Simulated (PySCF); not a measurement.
trans-1,3,3,3-tetrafluoropropene (C3H2F4), SMILES FC(F)(F)/C=C/F.

Geometry: ωB97X-D3(BJ)/def2-SVP.

These are ωB97X/def2-TZVP (PySCF) values and carry that method's errors.

Computed frontier levels, gap, dipole moment and polarisability:
```yaml
highest_occupied_level: -10.95 eV
lowest_empty_level: 1.57 eV
orbital_gap: 12.52 eV
dipole_moment: 1.18 D
quadrupole, principal values (traceless, Buckingham form, about the centre of nuclear charge): -4.99, -0.81, 5.80 D·Å
mean_static_polarisability: 38.1 bohr³ (5.65 Å³)
polarisability_principal_values: 29.7, 35.4, 49.3 bohr³
```
